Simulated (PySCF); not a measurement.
**Dipole response of Tc+ (technetium, charge +1)**

[Kr] 4d5 5s1, high-spin 7S determinant. All numbers are calculated (PySCF 2.14, scalar relativity through the core potential, in def2-QZVPPD with the def2 core potential (28 electrons)). Coupled (time-dependent) response in atomic units; α is the mean over directions.

| method | mean α (bohr³) | C₆ (like pair) | S(−4) |
| --- | --- | --- | --- |
| UHF | 46.04 | 348.7 | 1469 |
| PBE | 33.17 | 246.6 | 604.6 |
| PBE0 | 35.28 | 261.7 | 726.6 |
| PBEsol | 32.78 | 244.1 | 582.1 |

S(−4) is the Cauchy moment in α(ω) = α(0) + S(−4) ω² + …

α(iu) at UHF:

```tsv
u (hartree)	α(iu) (bohr³)
0	46.04
0.0500	42.70
0.100	35.49
0.200	22.89
0.300	15.90
0.500	9.613
0.750	6.364
1.00	4.682
1.50	2.910
2.00	1.990
3.00	1.088
5.00	0.4585
```

For an ion, C₆ is the dispersion term alone; charge-induced terms of lower order in 1/R come first.

Energies and moments cover only the electrons outside the core potential.
